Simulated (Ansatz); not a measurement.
C2H7O (SMILES CC[OH2+]), charge +1, singlet, geometry from GFN2-xTB, atoms displaced at random by about 0.08 Å a coordinate; PBE0/6-31G, gradient (Ansatz, a first-principles code).

Ansatz was given this input:
Ansatz 0.2 input:
```yaml
crystal:
  periodic: [false, false, false]
  atoms:
    - {symbol: C, position_ang: [1.26121159, -0.44024900, -0.04230778]}
    - {symbol: C, position_ang: [0.20323145, 0.61995707, -0.00133564]}
    - {symbol: O, position_ang: [-1.30239606, -0.25887289, -0.08839287]}
    - {symbol: H, position_ang: [-2.01133710, 0.51393611, 0.20653594]}
    - {symbol: H, position_ang: [-0.06386939, 1.29510195, 0.92321557]}
    - {symbol: H, position_ang: [0.05830027, 1.27785677, -0.97703250]}
    - {symbol: H, position_ang: [2.25437932, 0.22681162, -0.03148354]}
    - {symbol: H, position_ang: [1.18442710, -1.01209398, 0.87401175]}
    - {symbol: H, position_ang: [1.25237817, -1.00355438, -0.91878645]}
    - {symbol: H, position_ang: [-1.24668923, -0.98991588, 0.46669039]}
basis:
  gaussian:
    orbitals: 6-31G
hamiltonian:
  xc: pbe0
total_charge: 1
output: {forces: true}
```

Problem. What does Ansatz print? Leave out banner, timings and long lists.

Solution. 
```
Functional definition: PBE0
553 factors; integrals over basis functions are off by at most 2.9e-4 eV
mean field evaluation 1: about -4209.6751 eV, gradient 7.1e1 eV
mean field evaluation 2: about -4202.9182 eV, gradient 9.1e1 eV
mean field evaluation 4: about -4219.8830 eV, gradient 2.7e0 eV
mean field evaluation 8: about -4219.8833 eV, gradient 4.5e-2 eV
mean field -4219.88330027 eV, -155.0778509452 hartree, gradient 3.6e-5 eV, S^2 0.000000; 0 other end points of the search recorded, 0 dependent functions left out
the calculation of the forces begins
reference -4219.88331514 eV, -155.0778514919 hartree; 13, 13 occupied and 28, 28 virtual orbitals, 553 factors
Total energy: -4219.88331514 eV, -155.0778514919 hartree
Atom 0 at     1.261212    -0.440249    -0.042308 Å, force     1.200583     3.835295     2.080694 eV/Å
Atom 1 at     0.203231     0.619957    -0.001336 Å, force    -2.051649     1.909140    -1.475702 eV/Å
Atom 2 at    -1.302396    -0.258873    -0.088393 Å, force    -1.033425     6.718843    -0.925454 eV/Å
Atom 3 at    -2.011337     0.513936     0.206536 Å, force     1.697067    -3.194146    -1.018758 eV/Å
Atom 4 at    -0.063869     1.295102     0.923216 Å, force     1.214809    -1.616903    -1.456482 eV/Å
Atom 5 at     0.058300     1.277857    -0.977032 Å, force     0.433095    -1.546258     1.963866 eV/Å
Atom 6 at     2.254379     0.226812    -0.031484 Å, force    -1.701631    -1.689608     0.119195 eV/Å
Atom 7 at     1.184427    -1.012094     0.874012 Å, force     0.610024    -0.478319     0.159694 eV/Å
Atom 8 at     1.252378    -1.003554    -0.918786 Å, force    -0.041441    -1.047507    -1.596794 eV/Å
Atom 9 at    -1.246689    -0.989916     0.466690 Å, force    -0.327433    -2.890537     2.149741 eV/Å
Dipole moment:    -0.441867     0.237794     0.372399 e Å
```
